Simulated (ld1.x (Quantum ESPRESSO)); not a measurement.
**Which change was made? (Se, TM)**

ld1.x (Quantum ESPRESSO) 7.5 input, shortened:

```
&input
   title='Se', zed=34., rel=1, dft='PZ', iswitch=3,
   config='[Ar] 3d10 4s2 4p4'
 /
 &inputp
   pseudotype=2, tm=.true., lloc=-1, rcloc=1.45,
   nlcc=.true., rcore=0.55
 /
3
4S  1  0   2.00   0.00  1.25  1.25  0.0
4P  2  1   4.00   0.00  1.55  1.55  0.0
3D  3  2  10.00   0.00  1.10  1.10  0.0
 &test
   configts(1)='3d10 4s2 4p4'
 /
```

Cutoffs, loose and tight: the cutoffs (Ry, on a coarse ladder) from which the occupation-weighted sum of valence levels, in a spherical-Bessel basis at the reference potential, stays within 10 and 1 mRy of its value at 400 Ry. They do not see the model core or the augmentation charge, which bear on the density cutoff. Test errors are all-electron minus pseudo excitation energies from the reference, over the configurations 3d10 4s2 4p3; 3d10 4s2 4p2; 3d10 4s2 4p1; 3d10 4s2 4p4.3; 3d10 4s1 4p4; 3d10 4s2 4p3.5; 3d9 4s2 4p4 (two spin-polarised tests are not counted in the largest error); variants that change the core or the reference have their own tests. The largest error is taken over the tests solved by every variant that gives reliable tests at all, those not shown here included: 3d10 4s1 4p4; 3d10 4s2 4p1; 3d10 4s2 4p2; 3d10 4s2 4p3; 3d10 4s2 4p3.5; 3d10 4s2 4p4.3; 3d9 4s2 4p4.

The base gives: outcome: generated; cutoff, loose: 260 Ry; cutoff, tight: over 300 Ry; bound ghosts: none; largest test error (meV): -114.

On the changes marked as counting shells twice: ld1.x takes every shell without a wave as core, so the model core holds the marked electrons as well and exchange and correlation see them twice. This cancels in the reference configuration, but the file is broken for other ones, and its errors say nothing about a proper core correction.

Problem. After one change the result is: outcome: generated; cutoff, loose: 260 Ry; cutoff, tight: over 300 Ry; bound ghosts: none; largest test error (meV): +48. Which change was it?
A. functional PBE
B. wave 3d (bound): rc 1.10 bohr becomes 3d (bound): rc 0.86 bohr
C. local potential all-electron potential smoothed inside 1.08 bohr (lloc = -1)
D. wave 4p (bound): rc 1.55 bohr becomes 4p (bound): rc 1.38 bohr
E. core [Ne] 3s2, valence charge 22; reference 3p6 3d10 4s2 4p4; waves now 4s (bound): rc 1.10 bohr; 3p (bound): rc 0.90 bohr; 3d (bound): rc 1.10 bohr; local potential all-electron potential smoothed inside 1.00 bohr (lloc = -1); core correction a·sin(br)/r model core, default radius (core density twice the valence density) (4p counted twice)

Solution. D. The others give: functional PBE → outcome: generated; cutoff, loose: 260 Ry; cutoff, tight: over 300 Ry; bound ghosts: none; largest test error (meV): -256 | local potential all-electron potential smoothed inside 1.08 bohr (lloc = -1) → outcome: generated; cutoff, loose: 260 Ry; cutoff, tight: over 300 Ry; bound ghosts: s; largest test error (meV): -447 | core [Ne] 3s2, valence charge 22; reference 3p6 3d10 4s2 4p4; waves now 4s (bound): rc 1.10 bohr; 3p (bound): rc 0.90 bohr; 3d (bound): rc 1.10 bohr; local potential all-electron potential smoothed inside 1.00 bohr (lloc = -1); core correction a·sin(br)/r model core, default radius (core density twice the valence density) (4p counted twice) → outcome: generated; cutoff, loose: 260 Ry; cutoff, tight: over 300 Ry; bound ghosts: s; largest test error (meV): -974 | wave 3d (bound): rc 1.10 bohr becomes 3d (bound): rc 0.86 bohr → outcome: generated; cutoff, loose: over 300 Ry; cutoff, tight: over 300 Ry; bound ghosts: none; largest test error (meV): -334.
